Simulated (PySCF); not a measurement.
Static response to an electric field

Compound: C2F4O.
Cartesian coordinates in Å at the PBE0-D3(BJ)/def2-SVP level; atoms count from 1:
```xyz
7
C2F4O angstrom
O      1.329    0.734   -1.131
C      0.756   -0.087   -0.514
F      1.122   -1.356   -0.450
C     -0.513    0.128    0.326
F     -0.289   -0.245    1.581
F     -1.505   -0.605   -0.167
F     -0.861    1.398    0.304
```

Level: wB97X-D/def2-SVPD (PySCF), static field, nuclei fixed, core orbitals frozen in the response. The polarisability tensor in these axes (au):

```
x   30.90  0.84 -3.27
y    0.84 33.17 -2.30
z   -3.27 -2.30 29.46
```

Task: Diagonalise the tensor; give its mean and Δα, where Δα² is half the sum of the squared differences of the eigenvalues.

Result: Principal values 26.57, 31.42 and 35.54 au; mean 31.18 au = 4.62 Å³ = 5.14 × 10⁻⁴⁰ C²·m²/J; Δα = 7.78 au (25 % of the mean).

Task: What is the dipole moment, and where does it point?

Result: (-0.39, -0.50, 0.42) D, 0.76 D in size, pointing from the negative to the positive side. Measured along this direction, the outermost atoms are O1 at the negative end and F5 and F6 at the positive end.

Task: Directions of the eigenvectors, and the extent of the frame along each?

Result: Largest value along (0.50, 0.69, -0.53), where the nuclei span 2.91 Å; middle along (-0.66, 0.69, 0.29), 3.44 Å; least along (0.56, 0.21, 0.80), 2.16 Å. The strongest response doesn't lie along the longest of the three spans.

Task: Orientational against electronic polarisability at 250 K (dilute gas, rigid molecules)?

Result: In Gaussian units μ²/3kT = 5.59 Å³ against 4.62 Å³, a ratio of 1.21; the Debye molar polarisation (4π/3)N_A(α + μ²/3kT) is 25.8 cm³/mol, leaving out the vibrational part.

Task: Form Σ f/ω² (atomic units) for the 6 lowest TDDFT singlets, given as eV and f, and set it beside the mean polarisability, which is this sum over all singlets: 5.81, 0.0012; 8.51, 0.0009; 9.33, 0.1101; 9.92, 0.0008; 9.94, 0.0667; 10.42, 0.0009.

Result: They add up to 1.48 au, 4.8 % of the 31.18 au; the largest single term is 0.94 au, from the state at 9.33 eV. Terms in order: 0.03, 0.01, 0.94, 0.01, 0.50, 0.01 au. Higher excitations give the rest. The strengths listed sum to 0.181.

Task: What molar refraction does this α imply?

Result: Lorentz–Lorenz: R = (4π/3)N_A α = 2.5225 cm³/(mol·Å³) × 4.62 Å³ = 11.7 cm³/mol, in the limit of long wavelengths.

Task: Give the eigenvalues of the traceless quadrupole moment Θ = ½Σq(3rr − r²1), origin at the centre of nuclear charge.

Result: -3.85, 0.33, 3.52 D·Å. The values depend on the origin, since the dipole doesn't vanish. The electronic extent ⟨r²⟩ about the same centre is 578 bohr², a root-mean-square distance of 1.70 Å for the 56 electrons.

Geometry: PBE0-D3(BJ)/def2-SVP; no solvent, vibrations or thermal averaging.

These values come from a run that also computed excited states. On an Arm Neoverse V1 with one thread, no GPU (shared host), this took 17 s and 0.69 GiB of memory at its peak.
